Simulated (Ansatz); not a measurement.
A series at Si: from `N#C[Si](C#N)(C#N)C#N`, ligands are replaced one by one, each step taking up HCl and setting free `C#N`; n counts the steps. Ansatz, PBE0-D4/def2-TZVP geometries.

```
n                molecule  HOMO energy, ωB97M-V/def2-TZVPP (eV)
0  `N#C[Si](C#N)(C#N)C#N`                                -13.67
1   `N#C[Si](Cl)(C#N)C#N`                                     ?
2    `N#C[Si](Cl)(Cl)C#N`                                -12.67
3     `N#C[Si](Cl)(Cl)Cl`                                -12.15
4      `Cl[Si](Cl)(Cl)Cl`                                -11.77
```

Problem. By hand: fit a straight line y = ȳ + b (n − n̄) to the 4 given rows and predict n = 1.

Solution. n̄ = 2.250, ȳ = -12.565; Σ(n − n̄)(y − ȳ) = 4.215, Σ(n − n̄)² = 8.750, so b = 0.482 eV a step. Prediction: -12.565 + (0.482) × (-1.250) = -13.17 eV.

Problem. By hand: compare with the computed value, -13.19 eV, and give the steps along the whole series.

Solution. The line misses by -0.02 eV (computed minus predicted). Steps: 0.48, 0.52, 0.52, 0.38 eV.

The steps differ by up to 0.14 eV without a steady trend. The highest orbital can change its character along such a series. The miss is 1.1 % of the series' range.
